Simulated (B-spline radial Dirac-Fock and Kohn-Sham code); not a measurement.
**What relativity does to the binding energies of Ag**

System: the Ag atom in the configuration [Kr] 4d10 5s1.

Both columns are ΔSCF binding energies of the configuration average from an atomic code on a B-spline grid: non-relativistic Hartree-Fock with a point nucleus, and Dirac-Fock with a finite nucleus and the Coulomb interaction alone, averaged over the two j levels with weights 2j+1.

```
shell  Hartree-Fock (eV)  Dirac-Fock (eV)  shift (eV)  shift (%)
   1s            24804.6          25599.5     +794.95      +3.20
   2s             3636.0           3828.3     +192.27      +5.29
   2p             3369.2           3423.6      +54.36      +1.61
   3s              690.1            729.4      +39.38      +5.71
   3p              581.7            593.4      +11.77      +2.02
   3d              382.7            377.2       -5.50      -1.44
   4p              68.46            70.21       +1.75      +2.55
   4d              11.70            11.04       -0.66      -5.67
   5s               5.91             6.34       +0.43      +7.36
```

Relativity binds 1s, 2s, 2p, 3s, 3p, 4p, 5s more strongly, among those listed most of all 5s in relative terms, and 3d, 4d more weakly, because the contracted s and p shells screen the nucleus better.

Values without a named source are computed, but for edge energies of neutral atoms, which are taken from tables.
